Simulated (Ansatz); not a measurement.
Ligand exchange: BH(CH3)2 + Cd(SH)2 → BH(CH3)(SH) + Cd(CH3)(SH)

Species: BH(CH3)2, singlet; Cd(SH)2, singlet; BH(CH3)(SH), singlet; Cd(CH3)(SH), singlet. The partners trade CH3 for SH: B–CH3 and Cd–SH bonds give way to B–SH and Cd–CH3.

Shapes, held fixed at every level: PBE0-D4/def2-TZVP. Flexible molecules stand in one conformer, not always the lowest. Programs: Ansatz 0.2.0. Electronic energies: no zero-point or thermal term.

```
              level                    kind  ΔE (kJ/mol)  less CCSD(T)/def2-TZVPP
  PBE-D4/def2-TZVPP                     GGA         +7.3                     -0.1
B3LYP-D4/def2-TZVPP           global hybrid        +15.5                     +8.1
 wB97X-V/def2-TZVPP  range-separated hybrid        +18.0                    +10.6
       MP2/def2-SVP     perturbation theory         +5.5                     -1.9
     MP2/def2-TZVPP     perturbation theory         +2.7                     -4.7
      CCSD/def2-SVP   coupled cluster or CI        +12.2                     +4.8
 CCSD(T)/def2-TZVPP   coupled cluster or CI         +7.4                      0.0
```

The highest level, CCSD(T)/def2-TZVPP, gives ΔE = +7.4 kJ/mol; the levels span +2.7 to +18.0. The column of differences is taken from that level and isn't an error. No measured value is set beside it here. For atoms past krypton def2 sets carry core potentials with scalar relativity. Outer-core shells of Cd are correlated in most correlated rows, in sets that cover them unevenly.
